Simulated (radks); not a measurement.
Results of a calculation; reference values are marked as such.
Q: Ionisation of Lu+, [Xe] 4f14 6s2, to Lu2+, [Xe] 4f14 6s1, under several functionals. Scalar-relativistic Kohn-Sham, spin-unpolarised, spherical densities, finite nucleus; a radial shooting solver on a logarithmic mesh with Libxc functionals. Known Delta-SCF values: MS2 meta-GGA 14.283 eV. What does PBEsol give, and what is its highest occupied eigenvalue?

A: 14.290 eV by Delta-SCF; the 6s eigenvalue is -11.086 eV. NIST: 14.13 eV (semi-empirical).

Beside tabulated values, note that spin-unpolarised runs miss the spin-polarisation part of the exchange energy of open shells.
